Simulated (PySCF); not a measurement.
Isomers of C8H10O, from PBE0-D3(BJ)/def2-SVP geometry optimisation, gas phase (PySCF 2.14.0). One conformer each, no zero-point energy, no frequencies.

Question: Which is lowest in electronic energy at this level?
A. `[CH2:1]=[C:2]([CH2:3][CH3:4])[c:5]1[cH:6][cH:7][cH:8][o:9]1` with C1–C2–C3–C4 -103°, C1–C2–C5–C6 -176°: A = 3111, B = 1220, C = 941.2 MHz, dipole 0.81 D
B. `[CH3:1][c:2]1[cH:3][cH:4][c:5]([CH2:6][OH:7])[cH:8][cH:9]1` with C4–C5–C6–O7 -30°, C5–C6–O7–H -55°: A = 4610, B = 946.8, C = 804.3 MHz, dipole 1.67 D
C. `[CH:1]#[C:2][C@@H:3]1[CH2:4][CH2:5][CH2:6][C@@H:7]2[O:8][C@H:9]12` with C2–C3–C4–C5 -177°, C3–C4–C5–C6 64°, C4–C5–C6–C7 -41°, C5–C6–C7–O8 78°: A = 3150, B = 1342, C = 1049 MHz, dipole 2.15 D
D. `[CH3:1][O:2][c:3]1[cH:4][cH:5][c:6]([CH3:7])[cH:8][cH:9]1` with C1–O2–C3–C4 180° (4-methylanisole): A = 4812, B = 985.3, C = 826.4 MHz, dipole 1.21 D

Answer: B. That is 4-methylbenzyl alcohol, `Cc1ccc(CO)cc1`, 4.3 kcal/mol below the next.

```json
{"SMILES": "Cc1ccc(CO)cc1", "mapped SMILES": "[CH3:1][c:2]1[cH:3][cH:4][c:5]([CH2:6][OH:7])[cH:8][cH:9]1", "E (Eh)": "-385.37978", "relative (kcal/mol)": "0.0", "relative (kJ/mol)": "0.0", "dipole (D)": "1.67"}
{"SMILES": "COc1ccc(C)cc1", "mapped SMILES": "[CH3:1][O:2][c:3]1[cH:4][cH:5][c:6]([CH3:7])[cH:8][cH:9]1", "E (Eh)": "-385.37294", "relative (kcal/mol)": "4.3", "relative (kJ/mol)": "18.0", "dipole (D)": "1.21"}
{"SMILES": "C=C(CC)c1ccco1", "mapped SMILES": "[CH2:1]=[C:2]([CH2:3][CH3:4])[c:5]1[cH:6][cH:7][cH:8][o:9]1", "E (Eh)": "-385.34390", "relative (kcal/mol)": "22.5", "relative (kJ/mol)": "94.2", "dipole (D)": "0.81"}
{"SMILES": "C#C[C@@H]1CCC[C@@H]2O[C@H]12", "mapped SMILES": "[CH:1]#[C:2][C@@H:3]1[CH2:4][CH2:5][CH2:6][C@@H:7]2[O:8][C@H:9]12", "E (Eh)": "-385.27680", "relative (kcal/mol)": "64.6", "relative (kJ/mol)": "270.4", "dipole (D)": "2.15"}
```

As drawn, the lowest has an aromatic ring and an O–H bond, which the highest lacks; the highest has a three-membered ring and a C≡C bond, which the lowest lacks.
